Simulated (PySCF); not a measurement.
## Spinor energies of Pr²¹⁺ (praseodymium, charge +21)

Start: [Kr] 4d2; 4d3/2 filled at m_j = +1/2, +3/2. Calculated with PySCF 2.14 in an even-tempered Gaussian basis (18 s from 1.4 bohr⁻², ratio 2.8; 14 p from 1.8 bohr⁻², ratio 2.8; 9 d from 1.8 bohr⁻², ratio 2.8; 4 f from 6.7 bohr⁻², ratio 3): generalised Hartree-Fock with the X2C-1e Hamiltonian and a Gaussian nucleus; spin-orbit coupling (SO) screened by Boettger's factors.

```csv
spinor shell,electrons,"ε, screened SO (eV)",weight of nominal j (screened SO),"rms radius, screened SO (bohr)"
1s1/2,2,-42779.3,1.000,0.0275
2s1/2,2,-7487.7,1.000,0.111
2p1/2,2,-7096.5,1.000,0.0958
2p3/2,4,-6608.6,1.000,0.102
3s1/2,2,-2101.4,1.000,0.289
3p1/2,2,-1935.4,1.000,0.280
3p3/2,4,-1834.5,1.000,0.292
3d3/2,4,-1549.0,0.999,0.263
3d5/2,6,-1525.3,1.000,0.267
4s1/2,2,-827.92,1.000,0.618
4p1/2,2,-760.17,0.991,0.630
4p3/2,4,-727.86,0.995,0.652
4d3/2,2,-627.90,0.982,0.664
```

```
   quantity  screened SO
E (hartree)  -9050.85966
        M_J            2
       ⟨J²⟩        6.117
       ⟨L²⟩       10.696
       ⟨S²⟩        1.634
```

Each row is a mean over spinors that exchange with the open shell spreads, by up to 11.881 eV (4p1/2).

⟨J²⟩ departs a little from M_J(M_J + 1) because the unrestricted spinors polarise the closed shells.

Breit and QED terms are absent; they matter most for the inner s and p1/2 levels.

Densities and radii are taken from the X2C orbitals without a picture-change correction, which distorts them close to the nucleus.
